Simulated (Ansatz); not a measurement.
`[SH][Zr]([Cl])([Cl])[Cl]` + HCl → `[Cl][Zr]([Cl])([Cl])[Cl]` + H₂S at 700 K and 1 bar (ligand exchange at a Zr–S bond).

Gas-phase electronic energies from Ansatz, PBE0-D4/def2-TZVP geometries. CCSD(T)/CBS adds triple-zeta CCSD(T) − MP2 to the extrapolated MP2 energy (def2 sets, frozen cores). This one scheme is used for every species. def2 core potentials past Kr. For Zr outer-core shells are correlated without core-valence functions, which leaves a few kJ/mol of doubt a bond. One conformer a species, not always the lowest.

| species | CCSD(T)/CBS energy (Eh) | H − E (kJ/mol) | S (J/(mol·K)) |
| --- | --- | --- | --- |
| `[SH][Zr]([Cl])([Cl])[Cl]` | -1824.98006 | 105.4 | 510.2 |
| HCl | -460.38127 | 38.4 | 211.8 |
| `[Cl][Zr]([Cl])([Cl])[Cl]` | -1886.41337 | 77.2 | 456.5 |
| H₂S | -398.97279 | 64.8 | 236.9 |

H − E and S are ideal-gas, rigid-rotor, harmonic terms from PBE0-D4/def2-TZVP, for one conformer and one mirror image of each species. 1 Eh = 2625.50 kJ/mol, R = 8.31446 J/(mol·K).

Task: By hand: ΔE, ΔH, ΔS and ΔG.

Result: ΔE = (-1886.41337) + (-398.97279) − (-1824.98006) − (-460.38127) = -0.02483 Eh = -65.2 kJ/mol. Δ(H − E) = 77.2 + 64.8 − 105.4 − 38.4 = -1.8, so ΔH = -67.0 kJ/mol. ΔS = 456.5 + 236.9 − 510.2 − 211.8 = -28.6 J/(mol·K). ΔG = -67.0 − 700 × (-28.6)/1000 = -47.0 kJ/mol.

Task: By hand: the equilibrium constant, and the temperature at which ΔG would vanish if ΔH and ΔS stayed fixed.

Result: log₁₀ K = −ΔG/(RT ln 10) = 3.5. ΔG = 0 at ΔH/ΔS = 2343 K.

ΔH outweighs TΔS. A doubt of 5 kJ/mol in ΔE shifts log₁₀ K by 0.4 here. Other conformers and mirror images would add mixing entropy, several J/(mol·K) or more a flexible species. These are equilibria of isolated gas molecules and say nothing of rates. Largest T1 diagnostic: 0.016 (customary marks: 0.02 for closed shells, 0.045 for open ones).
